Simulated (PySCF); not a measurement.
Harmonic spectrum computed at PBE0 in the def2-TZVP basis family (core potentials from Rb on, PySCF, no spin–orbit coupling):

```tsv
ω (cm⁻¹)	IR (km/mol, summed over degenerate members)	degeneracy
44	7.5	2
220	0.0	1
325	104	1
```

Which molecule gave it? In each, all ligands are bound to the one heavy central atom.
A. RuBr₂ (quintet)
B. MgBr₂ (singlet)
C. MoBr₂ (quintet)
D. AlBr₂ (doublet)
E. WBr₂ (quintet)

A. It has D∞h symmetry with Ru–Br 2.373 Å (×2).
